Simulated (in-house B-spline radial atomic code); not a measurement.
**PBE hybrid excitations of Sb3+**

Method: PBE hybrid with 0.2 exact exchange. Computed with a B-spline radial code for spherical atoms: linear response of the closed shell [Kr] 4d10 5s2 with the functional's adiabatic kernel; scalar-relativistic (spin-free one-electron X2C), finite nucleus, no spin-orbit coupling, no double excitations, S, P, D and F terms only; shells from n = 3 respond. Only terms of natural parity with L up to 3 were computed.

Command:
```bash
python run_td.py task.json out
```
Settings (radii: box in bohr, nucleus in fm):
```
Z                        51
electrons                48
configuration            [Kr] 4d10 5s2
hamiltonian              x2c
method                   pbeh
box_radius               23.08
exact_exchange_fraction  0.2
rms_radius               4.6802
intervals                72
```

Time taken, with all properties: 1.8 s on 1 thread of AMD EPYC 9R14 (Zen 4) (shared host).

The lowest states, in the order of their Tamm-Dancoff energies; the method's threshold (minus the highest occupied level) is 39.68 eV. Labels give the largest channel, * marks a mixed state, and oscillator strengths are full-response dipole values. Semilocal kernels can invert the small singlet-triplet splittings of Rydberg terms. Energies in eV:

```csv
state,full response,Tamm-Dancoff,oscillator strength
5s → 5p 3P,?,?,-
5s → 5p 1P,11.809,12.281,1.6
5s → 5d 3D,21.620,21.639,-
5s → 5d 1D,22.362,22.379,-
5s → 6s 3S,22.911,22.916,-
5s → 6s 1S,23.564,23.594,-
5s → 6p 3P,26.156,26.164,-
5s → 6p 1P,26.461,26.501,0.0275
5s → 4f 3F,?,?,-
5s → 4f 1F,27.917,27.922,-
5s → 6d 3D,30.58,30.59,-
5s → 6d 1D,30.76,30.77,-
5s → 7s 3S,30.79,30.80,-
5s → 7s 1S,30.96,30.97,-
5s → 7p 3P,32.10,32.10,-
```

(1) Where does 5s → 5p 3P lie?

(2) Where does 5s → 4f 3F lie?

(3) How large is the singlet-triplet splitting of 5s → 5p (P terms) in Tamm-Dancoff?

(4) What polarisabilities and dispersion coefficient does the method give?

Results:

(1) At 8.497 eV in full response, 8.635 eV in Tamm-Dancoff.

(2) At 27.439 eV in full response, 27.466 eV in Tamm-Dancoff.

(3) 3.65 eV, from the unrounded values.

(4) Dipole 10.66 bohr³, quadrupole 29.61 bohr⁵, C6 51.26 hartree·bohr⁶ for two such species.
